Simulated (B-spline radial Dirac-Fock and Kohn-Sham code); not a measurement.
Mo⁺: scattering cross sections and density moments

System: the Mo⁺ ion, configuration [Kr] 4d4 5s1 (not the ground configuration).

Method: Dirac-Fock orbitals of the configuration average with a finite nucleus. Computed with a B-spline atomic structure program.

* Sum of ⟨r⟩: 28.73 bohr
* Sum of ⟨r²⟩: 44.41 bohr²
* Sum of ⟨1/r⟩: 232.54 per bohr
* Langevin diamagnetic susceptibility: -35.2 × 10⁻⁶ cm³/mol
* Lamb shielding (α²/3)Σ⟨1/r⟩: 4128 ppm

Coherent scattering is the Thomson cross section weighted by f₀², without anomalous dispersion; incoherent scattering is Klein-Nishina weighted by S. The Lamb formula is the non-relativistic shielding expression. Electron correlation is left out.

```
hν (keV)  coherent (b)  incoherent (b)  incoherent per electron (b)
      10         360.0           10.20                        0.249
 17.4793         188.9           13.80                        0.336
      20         157.3           14.63                        0.357
      30         88.81           16.83                        0.411
      50         40.48           18.51                        0.451
     100         12.31           18.32                        0.447
     200         3.492           16.02                        0.391
     500        0.5994           11.73                        0.286
```

Incoherent scattering overtakes coherent scattering between 50 and 100 keV.
